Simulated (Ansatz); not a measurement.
Species: SnF$_{2}$, charge 0, multiplicity 1. 
Coordinates optimised at B3LYP-D3(BJ)/def2-TZVP (Ansatz, a quantum-chemistry and plane-wave program):
```
Sn
F 1 1.9482
F 1 1.9482 2 96.21
```

Basis-set convergence of Hartree-Fock and CCSD correlation energies (hartree) with Ansatz. Cores are frozen in the correlated levels unless marked. Spin-orbit coupling is left out. The frozen core is the preceding noble-gas configuration, with the filled d and f shells of earlier blocks. Past Kr the def2 sets carry scalar-relativistic core potentials.

| basis | functions | E(HF) | E(corr, CCSD) |
|---|---|---|---|
| def2-SVP | 54 | -412.13248 | -0.45182 |
| def2-TZVPP | 112 | -412.40561 | -0.59364 |
| def2-QZVPP | 196 | -412.41876 | -0.64569 |

Extrapolating the two largest sets (X = 3 and 4) as X^-3: E(corr) = (64·(-0.64569) - 27·(-0.59364))/37 = -0.6837 Eh, an estimate of the basis-set limit. The largest set recovers 94.4 % of it, the smallest 66.1 %.
